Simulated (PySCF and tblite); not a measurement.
The numbers below are computed, except where a source is named.
C5H7NO, numbered as in [CH3:1][O:2][c:3]1[cH:4][cH:5][nH:6][cH:7]1.

The ensemble was built from 60 distance-geometry starts (ETKDG and KDG, MMFF94s, GFN2-xTB) and rests on GFN2-xTB geometries. Energies: B3LYP-D3(BJ)/def2-SVP (IEF-PCM, acetonitrile), with GFN2-xTB thermal terms (modes under about 100 cm⁻¹ blended into free rotors). Symmetry numbers and mirror images are counted. Conformers within 3 kcal/mol (GFN2-xTB free energy) were kept, 3 at most. Run with PySCF (density fitting) and tblite.

An NOE distance is ⟨r⁻⁶⟩^(−1/6) over all pairs of like atoms and, for the average, over conformers.

Torsions listed: C1–O2–C3–C4.

```csv
conformer,shape,weight %
1,180°,79.3
2,0°,20.7
```

(1) Which H–H contacts under 3.5 Å would NOEs report (pairs on one atom left out) at 298.15 K?

(2) Which contact betrays a minor conformer?

(3) In a model where alignment follows shape alone (order matrix 0.001 × (3G/tr G − 1)/2, G the second moments of the atom positions; splitting J + 2D), what are the one-bond C–H dipolar couplings D?

Answers

(1) 
```tsv
pair	in 1 (Å)	in 2 (Å)	average (Å)
H5 ··· H6	2.50	2.51	2.50
H6 ··· H7	2.49	2.51	2.50
H4 ··· H5	2.71	2.68	2.70
H1 ··· H7	2.74	4.68	2.85
H1 ··· H4	4.65	2.69	3.42
```

Longer pairs under the limit may be missing.

(2) H1 ··· H4: 4.65 Å in the leading conformer but 3.42 Å on average, because conformer 2 (20.7 %) brings it to 2.69 Å and r⁻⁶ weighs short distances heavily.

(3) H1 2.5 Hz (2.5 in conformer 1), H4 2.2 Hz (3.6 in conformer 1), H5 -12.3 Hz (-14.6 in conformer 1), H7 -0.8 Hz (-1.9 in conformer 1).
